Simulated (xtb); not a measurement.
2H-1,3-oxazine (C₄H₅NO), SMILES N1COC=CC=1. All values are semi-empirical tight-binding results from xtb (GFN2-xTB unless named), good for trends rather than for accurate numbers. Geometry optimised at GFN2-xTB. One conformer was computed; it need not be the lowest.

Q: Estimate the properties. (Estimate from the structure and the level; the computed values follow.)

A: 
```yaml
point_group_as_xtb_finds_it: Cs
orbital_gap: 2.93 eV
dipole_moment: 1.59 D
zero_point_energy: 52.3 kcal/mol
G − E(el) at 298.15 K (modified RRHO): 34.3 kcal/mol
static polarisability (D4 model): 57.3 bohr³
solvation energy, GFN2-xTB/ALPB(water): -2.5 kcal/mol
solvation energy, GFN2-xTB/ALPB(benzene): -4.5 kcal/mol
```

Computed IR lines (harmonic; lines under 4 % of the strongest left out, lines within 3 cm⁻¹ merged):
ν (cm⁻¹): 527 (w), 854 (m), 945 (m), 1030 (m), 1043 (w), 1077 (m), 1206 (m), 1275 (w), 1323 (w), 1360 (m), 1596 (vs), 1716 (s), 2850 (w), 2892 (m), 3048 (w), 3053 (w), 3146 (w) (against the strongest line: vs over 80 %, s over 45 %, m over 15 %, w over 4 %, vw less)
